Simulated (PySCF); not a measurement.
A structure optimised at B3LYP-D3(BJ)/def2-TZVP, used in a PySCF frequency run:

```
Al
Cl 1 2.1140
Cl 1 2.1140 2 118.91
```
Charge 0, spin multiplicity 2.

Q: Write its SMILES, formula and point group.

A: [Cl][Al][Cl], AlCl₂, C2v

Q: What are its rotational constants (standard atomic weights)?

A: 22.404, 2.1504, 1.9621 GHz
